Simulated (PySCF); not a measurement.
1,1-difluorobut-1-ene (C4H6F2), SMILES C(=C(F)F)CC. Atoms are numbered in the order given.

```xyz
12

C     -2.5423    -0.2807    -0.1746
C     -1.1690    -0.7997    -0.5889
C     -0.1256     0.2716    -0.6213
C      0.9565     0.2871     0.1457
F      1.2743    -0.6395     1.0234
F      1.8718     1.2287     0.1355
H     -2.5155     0.1409     0.8418
H     -2.8916     0.5132    -0.8535
H     -3.2918    -1.0865    -0.1897
H     -0.8485    -1.6030     0.0923
H     -1.2414    -1.2590    -1.5906
H     -0.2441     1.1228    -1.2964
```
Charge 0, spin multiplicity 1.

Coordinates come from a PBE0-D3(BJ)/def2-SVP optimisation. One conformer was computed; it need not be the lowest.

Method: PySCF with PBE0/pcSseg-1.

GIAO shieldings, no solvent; atoms listed in one row are averaged. δ = σ(ref) − σ: ¹³C against TMS (σ = 186.3 ppm); ¹⁹F against CFCl3 (σ = 167.2 ppm); ¹H against TMS (σ = 31.56 ppm), references at their B3LYP-D3(BJ)/def2-TZVP geometries, non-relativistic.

Computed chemical shifts:
| nucleus | atoms | count | δ (ppm) |
|---|---|---|---|
| ¹³C | C4 | 1 | 167.8 |
| ¹³C | C3 | 1 | 86.3 |
| ¹³C | C2 | 1 | 21.6 |
| ¹³C | C1 | 1 | 19.1 |
| ¹⁹F | F6 | 1 | -95.3 |
| ¹⁹F | F5 | 1 | -99.4 |
| ¹H | H12 | 1 | 4.35 |
| ¹H | H10 | 1 | 2.38 |
| ¹H | H11 | 1 | 2.19 |
| ¹H | H7, H8, H9 | 3 | 1.33 |
